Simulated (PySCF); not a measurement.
## NMR parameters of SeOF2

SeOF2, F2OSe, point group Cs.

Geometry (Å), atoms numbered from 1 in this order:
```xyz
4

Se    0.0745    0.0043    0.5816
O     1.5212   -0.0270   -0.0491
F    -0.7756    1.2678   -0.2786
F    -0.8201   -1.2451   -0.2539
```

GIAO calculations in PySCF 2.14 on the PBE0-D3(BJ)/def2-SVP structure: isolated species, non-relativistic, equivalent atoms averaged; basis pcSseg-1.

**Question.** Give the isotropic shieldings (ppm) with PBE0, wB97X-D.

**Answer.** 
```json
{"atoms": "Se1", "environment": "selenium bonded to 2 F, O", "PBE0": "316", "wB97X-D": "293"}
{"atoms": "F3/F4", "environment": "fluorine bonded to Se", "PBE0": "106.8", "wB97X-D": "116.1"}
{"atoms": "O2", "environment": "oxygen bonded to Se", "PBE0": "-104.3", "wB97X-D": "-100.3"}
{"atoms": "HOMO–LUMO gap (eV)", "environment": "–", "PBE0": "7.44", "wB97X-D": "11.19"}
```

**Question.** And the chemical shifts, against references computed in the same way?

**Answer.** 
```csv
atoms,"nucleus, reference",PBE0,wB97X-D
Se1,"77Se, Me2Se",1454,1470
F3/F4,"19F, CFCl3",70.4,71.0
O2,"17O, H2O",438.8,433.5
```

**Question.** Which part of the shielding of Se1 depends on the functional?

**Answer.** Diamagnetic: PBE0 2987, wB97X-D 2987 ppm; paramagnetic: PBE0 -2671, wB97X-D -2694 ppm. The diamagnetic part, set mainly by inner electrons, hardly moves; the paramagnetic part goes with low-lying magnetically allowed excitations and carries the spread.

**Question.** What couplings does B3LYP/pcJ-1 (pcSseg-1 on Se) give?

**Answer.** 2J(F3,F4) = 108.8, 2J(O2,F3) = -12.7 Hz (averaged over equivalent pairs; isotopes 19F, 17O).

Relativistic effects, spin–orbit coupling among them, are left out; they matter for Se and for the light atoms bonded to it. Unscaled 19F shifts against computed CFCl3 carry errors that often reach 10 to 50 ppm. Unscaled 17O shifts of doubly bonded oxygen tend to come out too high, by tens of ppm or more. Experimental scales use liquid or dissolved standards, which lie at an offset from isolated H2O (liquid H2O: subtract about 36 ppm).
